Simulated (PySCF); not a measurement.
Magnetic susceptibility: `C#C[C@H]1C(C=C)=C1C(=O)O`, C8H6O2

Geometry (Å), atoms numbered from 1 in this order:
```xyz
16

C     1.1209   -2.2194    1.9040
C     0.8486   -1.6745    0.8724
C     0.5064   -1.0130   -0.3497
C    -0.4644    0.1432   -0.3266
C    -1.8251    0.4927   -0.1635
C    -2.7693   -0.4181    0.0810
C     0.8042    0.4587   -0.5165
C     1.8397    1.4396   -0.7133
O     3.0192    1.2120   -0.8173
O     1.3323    2.6886   -0.7779
H     1.3736   -2.7063    2.7978
H     0.5417   -1.6564   -1.2256
H    -2.0613    1.5463   -0.2439
H    -3.8025   -0.1453    0.2078
H    -2.5245   -1.4641    0.1669
H     2.0527    3.3251   -0.9069
```

Method used: GIAO CAM-B3LYP/pcSseg-1 magnetisability, rotational g tensor and spin-rotation constants, non-relativistic, gas phase in PySCF. Geometry: GFN2-xTB.

How diamagnetic is it, and how anisotropic?

Isotropic -1265 × 10⁻³⁰ J/T², or -76.2 × 10⁻⁶ cm³/mol; principal values -1640, -1097, -1058 × 10⁻³⁰ J/T², anisotropy 563 × 10⁻³⁰ J/T² (root of half the summed squared differences of the principal values). The susceptibility is in cgs units.

Split it along the inertial axes a, b, c into diamagnetic and paramagnetic parts about the centre of mass, with the quadrupole moment.


| axis | χ (10⁻⁶ cm³/mol) | diamagnetic (10⁻⁶ cm³/mol) | paramagnetic (10⁻⁶ cm³/mol) | summed x² of all electrons (Å²) | quadrupole Θ (D Å) |
| --- | --- | --- | --- | --- | --- |
| a | -65.8 | -815.0 | 749.2 | 266.0 | +4.55 |
| b | -72.5 | -1244.5 | 1171.9 | 164.8 | -1.09 |
| c | -90.2 | -1827.6 | 1737.3 | 27.3 | -3.46 |

Anisotropies 2χaa − χbb − χcc = +31.2 and 2χbb − χaa − χcc = +11.0 × 10⁻⁶ cm³/mol. Θ is traceless in Buckingham's convention.

And the rotational g tensor?


| axis | rotational constant (GHz) | g | nuclear part | electronic part |
| --- | --- | --- | --- | --- |
| a | 1.6678 | -0.0261 | 0.5609 | -0.5870 |
| b | 1.0181 | -0.0111 | 0.5494 | -0.5605 |
| c | 0.6745 | -0.0013 | 0.5492 | -0.5505 |

Asymmetric top; isotopes 12C, 1H, 16O; no vibrational averaging.
